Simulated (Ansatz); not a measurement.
**How methods differ on CH6GeO (SMILES C[O][GeH3])**

CH6GeO: 9 atoms, total charge 0, spin state singlet. SMILES: `C[O][GeH3]`. The coordinates come from a PBE0-D4/def2-TZVP relaxation.

Each level gives the electronic atomisation energy (eV). The values are calculated. Electronic energies at fixed atoms, without zero-point motion or spin-orbit coupling.

```
           level                    kind  program  value (eV)  CPU time (all runs)
    BLYP/cc-pVDZ                     GGA   Ansatz       29.32                8.9 s
     PBE/cc-pVDZ                     GGA   Ansatz       29.93                8.5 s
  revPBE/cc-pVDZ                     GGA   Ansatz       28.96                8.2 s
   B3LYP/cc-pVDZ           global hybrid   Ansatz       29.51                9.5 s
 wB97M-V/cc-pVDZ  range-separated hybrid   Ansatz       30.03                 69 s
  B2PLYP/cc-pVDZ           double hybrid   Ansatz       29.08                 12 s
PBE-QIDH/cc-pVDZ           double hybrid   Ansatz       29.06                 12 s
     MP2/cc-pVDZ     perturbation theory   Ansatz       28.15                3.4 s
```

All-electron rows without a relativistic Hamiltonian named are non-relativistic. Correlated wave functions underbind in double-zeta sets. The values span 28.15 to 30.03 eV. In the correlated wave-function rows the outer d shell of Ge is correlated, in sets not made for it. CPU times are rough (shared hosts, several kinds of processor and program).
